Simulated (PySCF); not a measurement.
## Molecular orbitals of SiSb

PBE at R = 2.377 Å; Si def2-TZVPP, Sb def2-TZVPP with ECP28; scalar-relativistic core potentials (PySCF 2.14). State: ²Π (doublet), unpaired electrons π ↑. Only the outer orbitals are listed, counted within each symmetry, core potentials removing the inner ones.

```json
{"spin": "α", "orbital": "7σ", "occ.": "1", "ε (eV)": "-14.11", "on Si (%)": "28", "main shells (%)": "69 Sb s, 23 Si s"}
{"spin": "α", "orbital": "8σ", "occ.": "1", "ε (eV)": "-10.06", "on Si (%)": "63", "main shells (%)": "63 Si s, 25 Sb s, 11 Sb p"}
{"spin": "α", "orbital": "4π", "occ.": "1", "ε (eV)": "-6.14", "on Si (%)": "34", "main shells (%)": "64 Sb p, 32 Si p"}
{"spin": "α", "orbital": "9σ", "occ.": "1", "ε (eV)": "-5.61", "on Si (%)": "53", "main shells (%)": "44 Sb p, 42 Si p, 10 Si s"}
{"spin": "α", "orbital": "4π", "occ.": "1", "ε (eV)": "-5.52", "on Si (%)": "36", "main shells (%)": "63 Sb p, 34 Si p"}
{"spin": "α", "orbital": "5π", "occ.": "0", "ε (eV)": "-3.40", "on Si (%)": "65", "main shells (%)": "64 Si p, 33 Sb p"}
{"spin": "α", "orbital": "5π", "occ.": "0", "ε (eV)": "-2.91", "on Si (%)": "63", "main shells (%)": "63 Si p, 34 Sb p"}
{"spin": "α", "orbital": "10σ", "occ.": "0", "ε (eV)": "-0.18", "on Si (%)": "49", "main shells (%)": "61 Sb p, 58 Si p"}
{"spin": "β", "orbital": "7σ", "occ.": "1", "ε (eV)": "-13.66", "on Si (%)": "31", "main shells (%)": "67 Sb s, 25 Si s"}
{"spin": "β", "orbital": "8σ", "occ.": "1", "ε (eV)": "-9.75", "on Si (%)": "63", "main shells (%)": "62 Si s, 25 Sb s, 11 Sb p"}
{"spin": "β", "orbital": "9σ", "occ.": "1", "ε (eV)": "-5.45", "on Si (%)": "54", "main shells (%)": "44 Si p, 44 Sb p, 9 Si s"}
{"spin": "β", "orbital": "4π", "occ.": "1", "ε (eV)": "-5.33", "on Si (%)": "39", "main shells (%)": "60 Sb p, 37 Si p"}
{"spin": "β", "orbital": "4π", "occ.": "0", "ε (eV)": "-5.17", "on Si (%)": "38", "main shells (%)": "61 Sb p, 36 Si p"}
{"spin": "β", "orbital": "5π", "occ.": "0", "ε (eV)": "-2.81", "on Si (%)": "60", "main shells (%)": "60 Si p, 37 Sb p"}
{"spin": "β", "orbital": "5π", "occ.": "0", "ε (eV)": "-2.69", "on Si (%)": "62", "main shells (%)": "61 Si p, 36 Sb p"}
```

Problem. Which are the highest filled and the lowest empty level, where do they sit, and how wide is the gap?

Solution. Highest filled β 4π at -5.33 eV (in %: 60 Sb p, 37 Si p); lowest empty β 4π at -5.17 eV (in %: 61 Sb p, 36 Si p); the gap at PBE is 0.16 eV. Both belong to one degenerate shell, split only by its one-sided filling, so this is no excitation gap.

```json
{"bond order (Mayer)": "2.34", "⟨S²⟩": "0.754", "charge on Si (Mulliken, basis-dependent)": "-0.03", "charge on Si (Löwdin, basis-dependent)": "-0.06", "dipole moment (positive dipole means Si(−)Sb(+))": "0.23 D", "polarisability along the bond": "121.7 bohr³", "polarisability across the bond": "66.9 bohr³"}
```

Spin–orbit coupling is left out. The state is the lowest determinant that a PBE0 search found; another state may lie lower at other levels.
